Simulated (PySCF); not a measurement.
Problem. Give a PBE0-D3(BJ)/def2-SVP geometry of `[OH2]->[Y+3](<-[OH2])(<-[OH2])(<-[OH2])(<-[OH2])<-[OH2]` ([Y(H2O)6]3+). (Charge +3 and singlet state.)

Solution. 
```xyz
19
H12O6Y angstrom
Y      0.002    0.000    0.002
O      0.121    0.134    2.312
H      0.076    0.934    2.869
H      0.220   -0.597    2.952
O     -0.134   -0.130   -2.307
H     -0.191    0.605   -2.948
H     -0.156   -0.933   -2.862
O      2.312    0.090   -0.143
H      2.957    0.180    0.585
H      2.864    0.064   -0.948
O     -2.308   -0.099    0.146
H     -2.860   -0.101    0.952
H     -2.954   -0.165   -0.585
O     -0.125    2.311   -0.104
H     -0.928    2.868   -0.096
H      0.609    2.953   -0.169
O      0.122   -2.308    0.123
H     -0.612   -2.946    0.214
H      0.922   -2.867    0.093
```

Any rigid rotation of these coordinates is as good. Atoms count from 1 in this order. All 6 O–Y bonds measure 2.314 to 2.317 Å. O2 (oxygen bonded to Y and 2 H) is planar (angles 128.0°, 127.9° and 104.1°, sum 360.0°, 0.00 Å off the plane of its three neighbours). Y1 (yttrium bonded to 6 O) is octahedral (the three widest angles are 179.8°, 179.6° and 179.6°, the others run from 89.4° to 90.8°).

Bonds between heavy atoms (Å): Y1–O2 2.316, Y1–O5 2.317, Y1–O8 2.316, Y1–O11 2.317, Y1–O14 2.317, Y1–O17 2.314.

Computed, not measured: PBE0-D3(BJ)/def2-SVP geometry optimisation, gas phase, def2 core potentials past Kr in PySCF.

Stationary, but not proved a minimum. No counter-ion or solvent screens the charge of this multiply charged ion.

Hardware: Intel Xeon Platinum 8488C, one thread, no GPU, shared host with 96 logical CPUs at a one-minute load of 29. Cost: 2.8 min of wall time, 0.74 GiB resident at most. That covers the optimisation of the geometry.
